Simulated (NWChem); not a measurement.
SF₃ cation; SMILES F[S+](F)F

```xyz
4

F      0.3041    -1.3136    -0.2764
S      0.0000     0.0000     0.4492
F      0.9856     0.9201    -0.2764
F     -1.2896     0.3935    -0.2764
```
Atoms are numbered in this order, from 1.

Program: NWChem. All runs use the structure optimised with PBE0/def2-SVP. Atomic charges in e: unrestrained fits to the electrostatic potential beside Mulliken populations; the two definitions need not agree.

**Question.** Predict the results for B3LYP/def2-SVP. Quantities: ESP F1; Mulliken F1; ESP S2; Mulliken S2; ESP F3; Mulliken F3; ESP F4; Mulliken F4; relative RMS misfit of the potential (%).

**Answer.** 
```yaml
ESP F1: 0.01
Mulliken F1: -0.15
ESP S2: 0.98
Mulliken S2: 1.44
ESP F3: 0.01
Mulliken F3: -0.15
ESP F4: 0.01
Mulliken F4: -0.15
relative RMS misfit of the potential (%): 2
```
